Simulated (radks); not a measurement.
The numbers below are computed, except where a source is named.
Fractional charge and spin in the 6s shell of bismuth: the spin-up occupation runs from 0 to 1 and the spin-down occupation from 0 to 1; the fullest corner is Bi, [Xe] 4f14 5d10 6p(up 1.5, down 1.5) 6s(up 1, down 1). Level of theory: scalar-relativistic Kohn-Sham, PBE, spin-polarised, spherical densities, finite nucleus; Fermi nuclear charge, rms radius of each element as measured or else 0.836 A^(1/3) + 0.57 fm (a radial shooting solver on a logarithmic mesh with Libxc functionals). Energy (eV) minus the two flat planes that join the four corners (they meet along the diagonal where the two added fractions sum to one electron); zero is where a piecewise linear energy would lie.

down \ up       0    0.25     0.5    0.75       1
0           0.000  -0.873  -1.158  -0.863   0.000
0.25       -0.873  -1.106  -0.762   0.148  -0.787
0.5        -1.158  -0.762   0.197  -0.690  -1.039
0.75       -0.863   0.148  -0.690  -0.992  -0.771
1           0.000  -0.787  -1.039  -0.771   0.000

Corners above the fullest one (they belong to Bi+ and the next ion): (up 1, down 0) 18.517 eV, (up 0, down 1) 18.517 eV, (up 0, down 0) 46.635 eV. With half an added electron in each spin the energy lies 0.197 eV from the planes, and with half an added electron in spin up alone -1.158 eV. The planes are only a guide here: the flat-plane condition holds for ground states with one frontier orbital, while this shell lies below other occupied shells, so the corners above the fullest one are inner-hole states and not the ground states of those ions.
